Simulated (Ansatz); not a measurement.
Molecule: TeF$_{3}$, net charge -1, singlet state. 
Coordinates optimised at B3LYP-D3(BJ)/def2-TZVP (Ansatz, a first-principles code):
```
Te
F 1 1.9467
F 1 2.0657 2 85.36
F 1 2.0657 2 85.36 3 -180.00
```
Charge -1, spin multiplicity 1.

Basis-set convergence of Hartree-Fock and MP2 correlation energies (hartree) with Ansatz. Valence correlation only, unless marked. Spin-orbit coupling is left out. The frozen core is the preceding noble-gas configuration, with the filled d and f shells of earlier blocks. Past Kr the def2 sets carry scalar-relativistic core potentials.

```csv
basis,functions,E(HF),"E(corr, MP2)"
def2-SVPD,104,-565.14216,-0.73464
def2-TZVPPD,179,(withheld),(withheld)
```

Problem. What belongs in the gaps?

Solution. 
- def2-TZVPPD, E(HF): -565.51409
- def2-TZVPPD, E(corr, MP2): -0.93519
